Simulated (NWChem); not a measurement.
## Atomisation of sulfur tetrafluoride (F4S)

SMILES: FS(F)(F)F
```xyz
5

F      0.0000     1.2294     0.6250
S      0.0000     0.0000    -0.3880
F      1.6694     0.0000    -0.2801
F     -1.6694     0.0000    -0.2801
F      0.0000    -1.2294     0.6250
```
Charge 0, spin multiplicity 1.

Everything below was run with NWChem. All single points use one geometry, from B3LYP/def2-SVP, a minimum by its harmonic frequencies.

Basis set: def2-TZVP. The atomisation energy is electronic alone: no zero-point, thermal, spin-orbit or counterpoise terms. No value is extrapolated to the basis-set limit. Free atoms are single determinants with multiplicities F 2, S 3.

B3LYP has NWChem's definition, with VWN1-RPA local correlation. The stability of the SCF solutions was not checked. Open-shell Hartree-Fock references start from PBE0 orbitals.

**Question.** Order these methods by the atomisation energy they give, lowest first: PBE, HF, PBE0, BLYP, LDA (SVWN5), r2SCAN.

**Answer.** HF (145.0 kcal/mol), PBE0 (324.6 kcal/mol), r2SCAN (337.9 kcal/mol), BLYP (339.8 kcal/mol), PBE (361.3 kcal/mol), LDA (SVWN5) (449.7 kcal/mol)
